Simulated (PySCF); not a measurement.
Two species compared at the same levels of theory.

First species: C4H13NOSi.
Structure used (GFN2-xTB), in Å, numbered top down from 1:
```xyz
20
C4H13NOSi angstrom
C     -0.6308   -0.2656   -1.5805
C     -0.5212    0.0348   -0.0838
C     -1.4236    1.2253    0.2430
C     -1.0226   -1.1813    0.6950
Si     1.2866    0.4502    0.3959
N      2.2230   -0.9555    0.0252
O      1.9135    1.6968   -0.4435
H     -0.3408    0.6020   -2.1706
H      0.0118   -1.0993   -1.8554
H     -1.6572   -0.5231   -1.8437
H     -2.4534    1.0198   -0.0508
H     -1.4113    1.4381    1.3097
H     -1.0899    2.1174   -0.2825
H     -0.9346   -1.0161    1.7669
H     -0.4490   -2.0687    0.4370
H     -2.0701   -1.3782    0.4659
H      1.3725    0.9935    1.7509
H      1.9458   -1.8379    0.4212
H      3.2255   -0.8662    0.0770
H      2.0205    1.6247   -1.3884
```

Second species: C₆H₉F.
SMILES: `C=C(C)/C(F)=C/C`

Levels: PBE0/def2-SVPD for dipole moment, HOMO energy, LUMO energy, HOMO–LUMO gap, static isotropic polarisability and electronic spatial extent ⟨r²⟩ about the centre of nuclear charge; TDDFT PBE0/def2-SVPD for lowest singlet excitation; TDA PBE0/def2-SVPD for lowest triplet excitation (Tamm–Dancoff); GFN2-xTB for rotational constant A and rotational constant C. Geometries: GFN2-xTB. Each species is one conformer at its optimised geometry, gas phase, non-relativistic unless stated; the electronic structure was computed with PySCF and density fitting.

Dipoles, sizes and rotational constants follow the conformer. The torsions of the flexible species, by atom-mapped SMILES:
- `[CH3:1][C:2]([CH3:3])([CH3:4])[Si@@H:5]([NH2:6])[OH:7]`: C1–C2–Si5–N6 -61°, H–N6–Si5–C2 -55°, H–N6–Si5–C2 171°, H–O7–Si5–C2 -63°
- `[CH2:1]=[C:2]([CH3:3])/[C:4]([F:5])=[CH:6]/[CH3:7]`: C1–C2–C4–F5 0°

Values for the first species:

```
Dipole moment                                                     : 1.57 D
HOMO energy                                                       : -7.32 eV
LUMO energy                                                       : 0.32 eV
HOMO–LUMO gap                                                     : 7.64 eV
Lowest singlet excitation                                         : 6.51 eV
Lowest triplet excitation (Tamm–Dancoff)                          : 6.27 eV
Static isotropic polarisability                                   : 86.0 au
Electronic spatial extent ⟨r²⟩ about the centre of nuclear charge : 1024 bohr²
Rotational constant A                                             : 2.766 GHz
Rotational constant C                                             : 1.421 GHz
```

Q: Estimate the same properties for the second species, and the change in each.

A: 
| property | first | second | second less first |
| --- | --- | --- | --- |
| dipole moment | 1.57 D | 1.72 D | +0.15 D |
| HOMO energy | -7.32 eV | -6.63 eV | +0.69 eV |
| LUMO energy | 0.32 eV | -0.78 eV | -1.10 eV |
| HOMO–LUMO gap | 7.64 eV | 5.85 eV | -1.79 eV |
| lowest singlet excitation | 6.51 eV | 5.64 eV | -0.87 eV |
| lowest triplet excitation (Tamm–Dancoff) | 6.27 eV | 3.21 eV | -3.06 eV |
| static isotropic polarisability | 86.0 au | 79.1 au | -6.9 au |
| electronic spatial extent ⟨r²⟩ about the centre of nuclear charge | 1024 bohr² | 895 bohr² | -129 bohr² |
| rotational constant A | 2.766 GHz | 4.512 GHz | +1.746 GHz |
| rotational constant C | 1.421 GHz | 1.354 GHz | -0.067 GHz |

On the first: The 6 singlets span 6.51 to 7.94 eV, and their oscillator strengths add up to 0.10. The vertical singlet–triplet gap S1 − T1 is 0.24 eV (TDDFT singlet less Tamm–Dancoff triplet; S1: HOMO→LUMO, weight 0.90; T1: HOMO→LUMO, weight 0.69).

On the second: The polarisability is 11.72 Å³ as a volume (1 au = 0.148185 Å³), or 1.46 au for each of the 54 electrons. No computed singlet falls in the visible range (750 to 380 nm, 1.65 to 3.26 eV); S1 lies 2.38 eV above its blue end.
